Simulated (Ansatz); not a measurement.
`NB1OC1F` + H₂ → `NB1CO1` + H–F at 600 K and 1 bar (hydrogenolysis of a C–F bond).

Gas-phase electronic energies from Ansatz, PBE0-D4/def2-TZVP geometries. CBS: MP2 limit from def2 TZ/QZ plus the TZ coupled-cluster correction, frozen cores. This one scheme is used for every species. Each species was taken in one conformer, which may not be the lowest.

```tsv
species	CCSD(T)/CBS energy (Eh)	H − E (kJ/mol)	S (J/(mol·K))
`NB1OC1F`	-294.35278	188.6	365.6
H₂	-1.17544	43.9	150.8
`NB1CO1`	-195.16486	203.2	340.1
H–F	-100.39570	42.3	194.0
```

H − E and S are ideal-gas, rigid-rotor, harmonic terms from PBE0-D4/def2-TZVP, for one conformer and one mirror image of each species. The MP2-based limit puts H₂ 0.8 mEh under its directly extrapolated value; such offsets cancel only in part. 1 Eh = 2625.50 kJ/mol, R = 8.31446 J/(mol·K).

Problem. By hand: ΔE, ΔH, ΔS and ΔG.

Solution. ΔE = (-195.16486) + (-100.39570) − (-294.35278) − (-1.17544) = -0.03234 Eh = -84.9 kJ/mol. Δ(H − E) = 203.2 + 42.3 − 188.6 − 43.9 = 13.0, so ΔH = -71.9 kJ/mol. ΔS = 340.1 + 194.0 − 365.6 − 150.8 = 17.7 J/(mol·K). ΔG = -71.9 − 600 × (17.7)/1000 = -82.5 kJ/mol.

Problem. By hand: the equilibrium constant, and the temperature at which ΔG would vanish if ΔH and ΔS stayed fixed.

Solution. log₁₀ K = −ΔG/(RT ln 10) = 7.2. ΔH and −TΔS have one sign here, so there is no such temperature.

ΔH outweighs TΔS. A doubt of 5 kJ/mol in ΔE shifts log₁₀ K by 0.4 here. Other conformers and mirror images would add mixing entropy, several J/(mol·K) or more a flexible species. These are equilibria of isolated gas molecules and say nothing of rates. Largest T1 diagnostic: 0.014 (customary marks: 0.02 for closed shells, 0.045 for open ones).
